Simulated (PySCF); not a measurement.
Coordinates in bohr (charge -1 multiplicity 1):
```
Bi    0.0000    0.0000    0.0000
N     0.0000    0.0000    3.6495
N     0.0000    0.0000   -3.6495
```

Computed with PBE0/[Bi def2-TZVPD with ECP60, N def2-TZVPD], scalar-relativistic core potentials, density fitting, no spin–orbit coupling, PySCF.

This geometry of BiN₂⁻ is a stationary point at this level.

What is the point group?

D∞h.

Is it a minimum?

Yes: all harmonic wavenumbers are real.

Which band is strongest in the infrared?

773 cm⁻¹ (σu+), 136 km/mol.

Give the atomic charges and bond orders.


```json
{"atom": "Bi1", "Mulliken": "0.59", "Löwdin": "0.60", "polar tensor": "0.40", "Mayer order to Bi1": "–"}
{"atom": "N2,3", "Mulliken": "-0.79", "Löwdin": "-0.80", "polar tensor": "-0.70", "Mayer order to Bi1": "2.03"}
```
Other Mayer orders above 0.3: N–N 0.60.

Give the ideal-gas entropy at 298.15 K and 1 bar by parts.

translation 177.1, rotation 62.1, vibration 32.1, spin 0.0; total 271.2 J/(mol K).

Other isomers or separated fragments may lie lower. The lowest empty level of this anion is unbound, so it and the gap depend on the basis. Spin–orbit coupling, left out here, can matter for elements this heavy.
